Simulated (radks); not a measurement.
Radial electron density D(r) = 4 pi r^2 rho(r) of an atom or ion with 8 electrons. All-electron calculation, non-relativistic Kohn-Sham, TPSS, spin-polarised, spherical densities, point nucleus; meta-GGA in the generalised Kohn-Sham scheme. Program: a radial shooting solver on a logarithmic mesh with Libxc functionals.

```
   r/bohr * D(r) (the largest magnitude, 23.1, reaches the edge; | marks zero)
 0.004378 |  *
 0.005477 |   *
 0.006798 |     *
 0.008505 |       *
  0.01064 |           *
  0.01331 |                *
  0.01665 |                      *
  0.02083 |                             *
  0.02607 |                                     *
  0.03261 |                                             *
  0.04047 |                                                   *
  0.05063 |                                                      *
  0.06335 |                                                    *
  0.07925 |                                              *
  0.09915 |                                      *
    0.124 |                                 *
   0.1552 |                                 *
   0.1942 |                                      *
    0.241 |                                           *
   0.3015 |                                         *
   0.3771 |                              *
   0.4718 |                *
   0.5903 |      *
   0.7385 | *
   0.9239 *
    1.156 *
    1.435 *
```

What is the nuclear charge?

Answer. Z = 20. The innermost maximum, from 1s, lies near 1/Z = 0.05 bohr (found: 0.0519), and its height grows with Z. The density is that of the calcium ion Ca12+ in [He] 2s2 2p4; the configuration itself is not fixed sharply by these data, and Z only to about a unit. D(r) has 2 maxima, at r = 0.0519, 0.255 bohr, and minima at 0.137 bohr, inside which lie 2.23 electrons.
